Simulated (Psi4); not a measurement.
chloroform (CHCl₃), singlet, geometry from GFN2-xTB; Psi4 1.11 with PBE/STO-3G.

Here is a job for Psi4.
```
memory 2 GB

molecule mol {
0 1
C    -0.001023    0.007108    0.481001
H    -0.003344    0.023236    1.572333
Cl    0.009258    1.673966   -0.112156
Cl    1.446620   -0.846731   -0.071848
Cl   -1.455321   -0.831110   -0.078251
}

set {
  basis sto-3g
  reference rks
  scf_type pk
  puream true
  d_convergence 1e-8
  dft_radial_points 99
  dft_spherical_points 590
}

energy('pbe')
print_variables()
```

The log (banner, timings and long lists left out):

```
   => Loading Basis Set <=

    Name: STO-3G
    Role: ORBITAL
    Keyword: BASIS

         ---------------------------------------------------------
                                   SCF
               by Justin Turney, Rob Parrish, Andy Simmonett
                          and Daniel G. A. Smith
                              RKS Reference
         ---------------------------------------------------------

  ==> Geometry <==

    Molecular point group: c1
    Full point group: C1

    Geometry (in Angstrom), charge = 0, multiplicity = 1:

       Center              X                  Y                   Z               Mass
    ------------   -----------------  -----------------  -----------------  -----------------
         C           -0.001055493780     0.007335202831     0.496385958615    12.000000000000
         H           -0.003376493780     0.023463202831     1.587717958615     1.007825032230
         CL           0.009225506220     1.674193202831    -0.096771041385    34.968852682000
         CL           1.446587506220    -0.846503797169    -0.056463041385    34.968852682000
         CL          -1.455353493780    -0.830882797169    -0.062866041385    34.968852682000

  Running in c1 symmetry.

  Rotational constants: A =      0.10997  B =      0.10997  C =      0.05724 [cm^-1]
  Rotational constants: A =   3296.90421  B =   3296.90375  C =   1716.10531 [MHz]
  Nuclear repulsion =  263.971152023494881

  Charge       = 0
  Multiplicity = 1
  Electrons    = 58
  Nalpha       = 29
  Nbeta        = 29

  ==> Algorithm <==

  SCF Algorithm Type is PK.
  DIIS enabled.
  MOM disabled.
  Fractional occupation disabled.
  Guess Type is SAD.
  Energy threshold   = 1.00e-06
  Density threshold  = 1.00e-08
  Integral threshold = 1.00e-12

  ==> Primary Basis <==

  Basis Set: STO-3G
    Blend: STO-3G
    Number of shells: 19
    Number of basis functions: 33
    Number of Cartesian functions: 33
    Spherical Harmonics?: true
    Max angular momentum: 1

  ==> DFT Potential <==

   => LibXC <=

    Version 7.1.2
    S. Lehtola, C. Steigemann, M. J. T. Oliveira, and M. A. L. Marques,  SoftwareX 7, 1–5 (2018) (10.1016/j.softx.2017.11.002)

   => Composite Functional: PBE <=

    PBE GGA Exchange-Correlation Functional

    J.P. Perdew et. al., Phys. Rev. Lett., 77(18), 3865-3868, 1996

    Deriv               =              1
    GGA                 =           TRUE
    Meta                =          FALSE

    Exchange Hybrid     =          FALSE
    MP2 Hybrid          =          FALSE

   => Exchange Functionals <=

    1.0000     XC_GGA_X_PBE

   => Correlation Functionals <=

    1.0000     XC_GGA_C_PBE

   => LibXC Density Thresholds  <==

    XC_GGA_C_PBE:  1.00E-12
    XC_GGA_X_PBE:  1.00E-15

   => Molecular Quadrature <=

    Radial Scheme          =       TREUTLER
    Pruning Scheme         =           NONE
    Nuclear Scheme         =       TREUTLER

    Blocking Scheme        =         OCTREE
    BS radius alpha        =              1
    Pruning alpha          =              1
    Radial Points          =             99
    Spherical Points       =            590
    Total Points           =         261639
    Total Blocks           =           1989
    Max Points             =            256
    Max Functions          =             29
    Weights Tolerance      =       1.00E-15

  ==> Integral Setup <==

  Using in-core PK algorithm.
   Calculation information:
      Number of atoms:                   5
      Number of AO shells:              19
      Number of primitives:             57
      Number of atomic orbitals:        33
      Number of basis functions:        33

      Integral cutoff                 1.00e-12
      Number of threads:                 1

  Performing in-core PK
  Using 315282 doubles for integral storage.
  We computed 12765 shell quartets total.
  Whereas there are 18145 unique shell quartets.

  ==> DiskJK: Disk-Based J/K Matrices <==

    J tasked:                  Yes
    K tasked:                   No
    wK tasked:                  No
    Schwarz Cutoff:          1E-12

  Minimum eigenvalue in the overlap matrix is 2.7257249710E-01.
  Reciprocal condition number of the overlap matrix is 1.3302119553E-01.
    Using symmetric orthogonalization.

  ==> Pre-Iterations <==

  SCF Guess: Superposition of Atomic Densities via on-the-fly atomic UHF (no occupation information).

   -------------------------
    Irrep   Nso     Nmo
   -------------------------
     A         33      33
   -------------------------
    Total      33      33
   -------------------------

  ==> Iterations <==

                        Total Energy        Delta E     RMS |[F,P]|

   @RKS iter SAD: -1402.52372486837066   -1.40252e+03   0.00000e+00
   @RKS iter   1: -1402.95794404137678   -4.34219e-01   1.46048e-02 DIIS/ADIIS
   @RKS iter   2: -1402.46313582966650    4.94808e-01   3.02144e-02 DIIS/ADIIS
   @RKS iter   3: -1403.11753259800298   -6.54397e-01   2.16846e-03 DIIS/ADIIS
   @RKS iter   4: -1403.12072137190899   -3.18877e-03   6.65024e-05 DIIS
   @RKS iter   5: -1403.12072503470017   -3.66279e-06   1.10337e-05 DIIS
   @RKS iter   6: -1403.12072510987923   -7.51791e-08   2.58464e-06 DIIS
   @RKS iter   7: -1403.12072511462429   -4.74506e-09   1.65738e-07 DIIS
   @RKS iter   8: -1403.12072511464157   -1.72804e-11   2.45672e-08 DIIS
   @RKS iter   9: -1403.12072511464385   -2.27374e-12   3.16042e-10 DIIS
  Energy and wave function converged.

  ==> Post-Iterations <==

   Electrons on quadrature grid:
      Ntotal   =   57.9999997388 ; deviation = -2.612e-07

    Orbital Energies [Eh]
    ---------------------

    Doubly Occupied:

       1A    -99.643661     2A    -99.643660     3A    -99.643654
       4A     -9.916449     5A     -9.004759     6A     -9.004759
       7A     -9.004313     8A     -6.860250     9A     -6.860250
      10A     -6.860081    11A     -6.840388    12A     -6.839920
      13A     -6.839920    14A     -6.839542    15A     -6.839542
      16A     -6.839466    17A     -0.848220    18A     -0.722873
      19A     -0.722873    20A     -0.557823    21A     -0.438462
      22A     -0.398595    23A     -0.398595    24A     -0.258940
      25A     -0.258940    26A     -0.233629    27A     -0.232232
      28A     -0.232232    29A     -0.218436

    Virtual:

      30A      0.023918    31A      0.067934    32A      0.067934
      33A      0.302838

    Final Occupation by Irrep:
              A
    DOCC [    29 ]
    NA   [    29 ]
    NB   [    29 ]

  @RKS Final Energy: -1403.12072511464385

   => Energetics <=

    Nuclear Repulsion Energy =            263.9711520234948807
    One-Electron Energy =               -2464.7756567750006980
    Two-Electron Energy =                 887.3003551778836027
    DFT Exchange-Correlation Energy =     -89.6165755410217457
    Empirical Dispersion Energy =           0.0000000000000000
    VV10 Nonlocal Energy =                  0.0000000000000000
    Total Energy =                      -1403.1207251146438466

Computation Completed

Properties will be evaluated at   0.000000,   0.000000,   0.000000 [a0]

Properties computed using the SCF density matrix

 Multipole Moments:

 ------------------------------------------------------------------------------------
     Multipole            Electronic (a.u.)      Nuclear  (a.u.)        Total (a.u.)
 ------------------------------------------------------------------------------------

 L = 1.  Multiply by 2.5417464519 to convert [e a0] to [Debye]
 Dipole X            :          0.0023161           -0.0035860           -0.0012699
 Dipole Y            :         -0.0160941            0.0249194            0.0088252
 Dipole Z            :         -1.0890244            1.6862623            0.5972379
 Magnitude           :                                                    0.5973045

 ------------------------------------------------------------------------------------

  Variable Map:
  ----------------------------------------------------------------------------
  "CURRENT ENERGY"              =>   -1403.120725114644
  "CURRENT REFERENCE ENERGY"    =>   -1403.120725114644
  "DD SOLVATION ENERGY"         =>       0.000000000000
  "DFT FUNCTIONAL TOTAL ENERGY" =>   -1403.120725114644
  "DFT TOTAL ENERGY"            =>   -1403.120725114644
  "DFT VV10 ENERGY"             =>       0.000000000000
  "DFT XC ENERGY"               =>     -89.616575541022
  "GRID ELECTRONS ALPHA"        =>      28.999999869382
  "GRID ELECTRONS BETA"         =>      28.999999869382
  "GRID ELECTRONS TOTAL"        =>      57.999999738764
  "NUCLEAR REPULSION ENERGY"    =>     263.971152023495
  "ONE-ELECTRON ENERGY"         =>   -2464.775656775001
  "PCM POLARIZATION ENERGY"     =>       0.000000000000
  "PE ENERGY"                   =>       0.000000000000
  "SCF ITERATION ENERGY"        =>   -1403.120725114644
  "SCF ITERATIONS"              =>       9.000000000000
  "SCF TOTAL ENERGY"            =>   -1403.120725114644
  "TWO-ELECTRON ENERGY"         =>     887.300355177884
  "XC GRID RADIAL POINTS"       =>      99.000000000000
  "XC GRID SPHERICAL POINTS"    =>     590.000000000000
  "XC GRID TOTAL POINTS"        =>  261639.000000000000

  Array Variable Map:
  ----------------------------------------------------------------------------
  "CURRENT DIPOLE"              =>      -0.001269896267 ... 0.597237906325 1 by 3
  "SCF DIPOLE"                  =>      -0.001269896267 ... 0.597237906325 1 by 3
  "SCF TOTAL ENERGIES"          =>   -1402.523724868371 ... -1403.120725114644 1 by 10
```
